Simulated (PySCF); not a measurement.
C5H3FN2O (charge +1 and doublet state).
Cartesian coordinates in Å at the GFN2-xTB level; atoms count from 1:
```xyz
12
C5H3FN2O angstrom
C     -2.9535   -0.1841    0.3535
C     -1.5651   -0.0377    0.2437
C     -0.3510    0.0993    0.1491
C      1.0278    0.2200    0.0462
N      1.6675    1.3548   -0.1999
O      2.9693    1.0778   -0.2236
C      3.0725   -0.2297    0.0112
F      4.2223   -0.7803    0.0463
N      1.9185   -0.8007    0.1825
H     -3.3494   -0.7189   -0.5213
H     -3.4487    0.7904    0.4198
H     -3.2090   -0.7915    1.2312
```

The hyperfine couplings belong to this conformer and change with its torsions.

Identity: `C[C+]=[C]c1noc(F)n1` [radical] (charge +1).

Method used: PySCF 2.14.0, UKS B3LYP, pcH-1 on C F H N O, non-relativistic, mean-field spin-orbit, GIAO. Geometry: GFN2-xTB; no solvent, vibrations or thermal averaging. A GFN2-xTB geometry isn't a minimum of the functional, and hyperfine couplings can be far from their values at a DFT geometry, by a factor of two or more for some ions and for spin on atoms past the first row. Stability of the SCF solution: not tested.

Q: Break the g tensor into its mass correction, gauge correction and orbital-Zeeman/spin–orbit terms.

A: 
| Δg (ppt) | 1 | 2 | 3 |
| --- | --- | --- | --- |
| relativistic mass correction | -0.20 | -0.20 | -0.20 |
| gauge correction | -0.01 | 0.03 | 0.04 |
| orbital Zeeman/spin–orbit | -0.04 | 1.56 | 5.82 |
| total | -0.25 | 1.40 | 5.67 |

So g = 2.00207, 2.00372, 2.00799 and g_iso = 2.00459; the tensor is rhombic: the two nearest values differ by 28 % of g3 − g1. Axes: g3 points within 10° of the C2–C3 bond.

Q: Average each term over the three axes. Which is largest in size?

A: The orbital-Zeeman/spin–orbit term 2.45, the mass correction -0.20 and the gauge correction 0.02 ppt, for a total of 2.27 ppt. The orbital-Zeeman/spin–orbit term is the largest in size. The mass correction is the same along every axis, so the anisotropy comes from the other two: their spans along these axes are 0.05 (gauge) and 5.86 ppt (orbital Zeeman/spin–orbit).

Q: At 9.627 GHz, how far is the centre of the isotropic spectrum from where a free electron (g = 2.002319) resonates?

A: B = hν/(g μB) with μB/h = 13.99624 MHz/mT gives 343.52 mT for the free electron and 343.13 mT at g_iso, 0.39 mT lower.

Q: What effective moment and Curie constant follow for a powder?

A: With the mean of g² = 4.0184 and S(S+1) = 0.75: μ_eff = √(⟨g²⟩S(S+1)) = 1.736 μB and χT = 0.12505·⟨g²⟩·S(S+1) = 0.377 cm³ K/mol (cgs; spin-Hamiltonian part alone).

Q: In a frozen sample, at which fields do the three g values resonate at 9.5, 34, 94 and 263 GHz (hyperfine left aside), and which band first spreads them over more than twice a line width of 0.5 mT?

A: 
```json
{"band": "X", "GHz": "9.5", "B(g3) mT": "338.03", "B(g2) mT": "338.75", "B(g1) mT": "339.03", "spread mT": "1.00"}
{"band": "Q", "GHz": "34.0", "B(g3) mT": "1209.78", "B(g2) mT": "1212.36", "B(g1) mT": "1213.35", "spread mT": "3.58"}
{"band": "W", "GHz": "94.0", "B(g3) mT": "3344.68", "B(g2) mT": "3351.81", "B(g1) mT": "3354.57", "spread mT": "9.88"}
{"band": "J", "GHz": "263.0", "B(g3) mT": "9358.00", "B(g2) mT": "9377.95", "B(g1) mT": "9385.65", "spread mT": "27.66"}
```

The spread grows in proportion to the frequency. Q band is the first where it exceeds 1.0 mT.

The largest Mulliken spin populations are on N5 (+0.42), C2 (+0.29) and C3 (+0.19). Three atoms exceed +0.15.

The HOMO–LUMO gaps are 6.08 eV among the α and 2.36 eV among the β orbitals.

The SMILES draws the unpaired electron on C3; the largest computed Mulliken spin population is on N5 (0.42 against 0.19).
